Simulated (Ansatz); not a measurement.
C3F8, SMILES `FC(F)(F)C(F)(F)C(F)(F)F`, 11 atoms. Total charge 0; spin multiplicity 1. Hardware: A = 2 threads of an AMD EPYC 7R13 on a shared host and a share of an NVIDIA H100 80 GB; B = 2 threads of an AMD EPYC 7R13 on a shared host. Correlated methods freeze the cores.

Q: Give the basis size and wall time and peak host memory of each of these runs in Ansatz. RKS revPBE-D4/def2-TZVPP energy [A]; RKS PBE0-D4/def2-QZVPP energy [A]; direct RPA on PBE orbitals/def2-TZVPP energy [A]; RKS ωB97M-V/def2-SVP energy [B]; RHF-CCSD(T)/def2-SVP energy [A]; RKS ωB97M-V/def2-QZVPP energy [A]; RKS PBE0-D4/def2-TZVP frequencies [A]; RKS PBE0-D4/def2-SVP energy [B]; RKS PBE-D4/def2-TZVPP energy and forces [A]; RKS ωB97X-V/def2-TZVPP energy [A]; RHF-CCSD(T)/def2-TZVPP energy [A]; RKS B97M-V/def2-TZVPP energy [A]. (An estimate is asked.)

A: Ansatz gave: Other jobs shared the machine, so times are rough.

| level | job | functions | wall time | peak host memory (GiB) |
| --- | --- | --- | --- | --- |
| RKS revPBE-D4/def2-TZVPP | energy [A] | 341 | 2 s | 0.87 |
| RKS PBE-D4/def2-TZVPP | energy and forces [A] | 341 | 2.5 s | 0.87 |
| RKS PBE0-D4/def2-QZVPP | energy [A] | 627 | 3 s | 1.2 |
| RKS PBE0-D4/def2-SVP | energy [B] | 154 | 3.3 s | 0.75 |
| direct RPA on PBE orbitals/def2-TZVPP | energy [A] | 341 | 4 s | 1.6 |
| RKS ωB97M-V/def2-QZVPP | energy [A] | 627 | 4.4 s | 1.3 |
| RKS B97M-V/def2-TZVPP | energy [A] | 341 | 5.5 s | 0.95 |
| RKS ωB97X-V/def2-TZVPP | energy [A] | 341 | 6 s | 0.96 |
| RHF-CCSD(T)/def2-SVP | energy [A] | 154 | 7.5 s | 0.81 |
| RKS ωB97M-V/def2-SVP | energy [B] | 154 | 11 s | 0.75 |
| RHF-CCSD(T)/def2-TZVPP | energy [A] | 341 | 33 s | 0.89 |
| RKS PBE0-D4/def2-TZVP | frequencies [A] | 341 | 96 s | 1 |
